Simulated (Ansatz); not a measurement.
Abridged output of a molecular run in Ansatz:

```
Functional definition: HF
1749 factors; integrals over basis functions are off by at most 1.1e-3 eV
mean field evaluation 1: about -16573.5934 eV, gradient 3.4e1 eV
mean field evaluation 2: about -16573.7897 eV, gradient 3.4e1 eV
mean field evaluation 4: about -16577.2283 eV, gradient 4.0e0 eV
mean field evaluation 8: about -16577.2997 eV, gradient 2.2e-1 eV
mean field evaluation 16: about -16577.3001 eV, gradient 1.2e-6 eV
mean field -16577.30005645 eV, -609.2045405772 hartree, gradient 1.2e-6 eV, S^2 0.000000; 0 other end points of the search recorded, 0 dependent functions left out
11 core orbitals not correlated: weight in the atoms' cores, before any rotation towards them, 1.000 or more for the frozen orbitals, at most 0.000 for the correlated occupied ones
reference -16577.30005645 eV, -609.2045405772 hartree; 18, 18 occupied and 251, 251 virtual orbitals, 1749 factors
second order -23.13897390 eV of doubles, -0.00000000 eV of singles
cycle   1  -23.55327742 eV  change   -4.1e-1 eV  update   1.1e-1
cycle   2  -24.20160071 eV  change   -6.5e-1 eV  update   3.2e-2
cycle   3  -24.29572620 eV  change   -9.4e-2 eV  update   1.5e-2
cycle   4  -24.28411710 eV  change    1.2e-2 eV  update   4.2e-3
cycle   5  -24.28451205 eV  change   -3.9e-4 eV  update   1.8e-3
cycle   6  -24.28437114 eV  change    1.4e-4 eV  update   5.2e-4
cycle   7  -24.28407833 eV  change    2.9e-4 eV  update   1.8e-4
cycle   8  -24.28412563 eV  change   -4.7e-5 eV  update   6.0e-5
cycle   9  -24.28414409 eV  change   -1.8e-5 eV  update   1.7e-5
perturbative correction -0.86720399 eV, -0.0318691587 hartree
Total energy: -16602.45140453 eV, -610.1288355708 hartree
```

Its atoms:

Cartesian coordinates in Å:
```
C -1.831 -0.446 -0.310
Sb -0.185 -0.716 1.072
C 1.213 -1.411 -0.429
Si 0.582 1.728 0.862
H -1.496 0.067 -1.212
H -2.228 -1.426 -0.574
H -2.618 0.135 0.170
H 1.171 -0.780 -1.316
H 2.223 -1.398 -0.019
H 0.955 -2.435 -0.697
H 0.660 2.129 -0.573
H -0.372 2.640 1.551
H 1.927 1.912 1.473
```

Which basis set was used?
A. def2-TZVPP
B. cc-pV(D+d)Z
C. def2-QZVPP
D. def2-TZVPPD

A. It gives 280 functions.

Write the keys of the input that set method, charge and spin (a neutral closed shell needs none for the last two).


```yaml
correlation: {method: ccsd_t}
```
